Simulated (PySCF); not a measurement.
Two species compared at the same levels of theory.

First species: C₆H₁₀Ge.
Geometry (PBE0-D3(BJ)/def2-SVP, Å), atoms numbered from 1 in this order:
```xyz
17
C6H10Ge angstrom
C      3.1296   -0.5179    0.7186
C      2.3925    0.1504    0.0178
Ge     1.1597    1.1570   -1.0371
C     -0.6260    0.5339   -0.5523
C     -0.9234   -0.9833   -0.6120
C     -1.7411   -0.8332    0.6843
C     -1.0199    0.5029    0.9439
H      3.7900   -1.1034    1.3332
H      1.3638    2.6491   -0.7151
H      1.4814    0.9019   -2.5214
H     -1.3705    1.0979   -1.1375
H     -0.0144   -1.5842   -0.4466
H     -1.4326   -1.3663   -1.5092
H     -1.6444   -1.6230    1.4448
H     -2.8110   -0.6815    0.4727
H     -1.6095    1.3474    1.3313
H     -0.1408    0.3642    1.5936
```

Second species: C₆H₉NSi.
SMILES: `N(=C\C=C\C)/[SiH2]C#C`

Levels: CAM-B3LYP/def2-SVPD for dipole moment, HOMO energy, LUMO energy, HOMO–LUMO gap, static isotropic polarisability and electronic spatial extent ⟨r²⟩ about the centre of nuclear charge; TDDFT CAM-B3LYP/def2-SVPD for lowest singlet excitation; TDA CAM-B3LYP/def2-SVPD for lowest triplet excitation (Tamm–Dancoff); ΔSCF CAM-B3LYP/def2-SVPD for vertical ionisation energy; PBE0-D3(BJ)/def2-SVP for rotational constant A and rotational constant C. Geometries: PBE0-D3(BJ)/def2-SVP. Each species is one conformer at its optimised geometry, gas phase, non-relativistic unless stated. Electronic properties by PySCF.

The conformers computed, where there is a choice (atom-mapped SMILES and torsion angles):
- `[CH:1]#[C:2][GeH2:3][CH:4]1[CH2:5][CH2:6][CH2:7]1`: C2–Ge3–C4–C5 -53°
- `[CH:1]#[C:2][SiH2:3]/[N:4]=[CH:5]/[CH:6]=[CH:7]/[CH3:8]`: C2–Si3–N4–C5 -119°, N4–C5–C6–C7 -1°

Problem. Which has the higher HOMO–LUMO gap?

Solution. The first: 10.04 eV against 7.92 eV, a difference of 2.12 eV.

Problem. Which of the two has the higher rotational constant A, and by how much?

Solution. The second: 3.984 GHz against 2.649 GHz, a difference of 1.335 GHz.

Problem. Which has the higher vertical ionisation energy?

Solution. The first: 9.67 eV against 8.96 eV, a difference of 0.71 eV.

Problem. Which has the higher S1 energy?

Solution. The first: 6.12 eV against 3.79 eV, a difference of 2.33 eV.

Problem. Which has the higher dipole moment?

Solution. The second: 2.05 D against 0.98 D, a difference of 1.07 D.

Problem. Which of the two has the higher ⟨r²⟩, and by how much?

Solution. The second: 1958 bohr² against 1220 bohr², a difference of 738 bohr².

Problem. Which of the two has the higher LUMO energy, and by how much?

Solution. The first: 1.04 eV against -0.59 eV, a difference of 1.63 eV.

Problem. Which of the two has the higher HOMO energy, and by how much?

Solution. The second: -8.51 eV against -9.00 eV, a difference of 0.49 eV.

On the first: No computed singlet falls in the visible range (750 to 380 nm, 1.65 to 3.26 eV); S1 lies 2.86 eV above its blue end. The polarisability is 14.27 Å³ as a volume (1 au = 0.148185 Å³), or 1.23 au for each of the 78 electrons. Relativistic effects, spin–orbit coupling among them, are left out although an element past zinc is present.

On the second: A dipole of 2.05 D is allowed in C1, and pure rotational transitions are dipole-allowed. The dipole matches unit charges of opposite sign 0.43 Å apart (1 e·Å = 4.8032 D).
